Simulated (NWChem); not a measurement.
Correlation energy of ClGe

```xyz
2

Ge     0.0000     0.0000     0.7648
Cl     0.0000     0.0000    -1.4397
```
Charge 0, spin multiplicity 2.

The numbers come from NWChem runs, not from measurements. The geometry was optimised at UB3LYP/def2-SVP, a minimum by its harmonic frequencies.

Basis set: def2-SVP. Each correlation energy counts from its own Hartree-Fock reference.

The Hamiltonian is non-relativistic. The correlated methods keep 14 core orbitals frozen. This spin state was chosen for the runs; another may lie lower. The structure started from a generated list of species. The unpaired electrons of the parent sit in orbitals of symmetry b1 (C2v labels of the run); other states weren't searched. The stability of the SCF solutions was not checked. Open-shell Hartree-Fock references start from PBE0 orbitals. Coupled-cluster values serve here as a point of comparison, not as the truth.

Problem. Order these methods by the correlation energy they give, lowest first: CCSD on ROHF, CCSD(T) on UHF, SCS-UMP2, CCSD on UHF, UMP2, CCSD[T] on ROHF.

Solution. CCSD[T] on ROHF (-345.9 mHa), CCSD(T) on UHF (-341.1 mHa), CCSD on ROHF (-335.4 mHa), CCSD on UHF (-331.8 mHa), UMP2 (-317.2 mHa), SCS-UMP2 (-298.3 mHa)
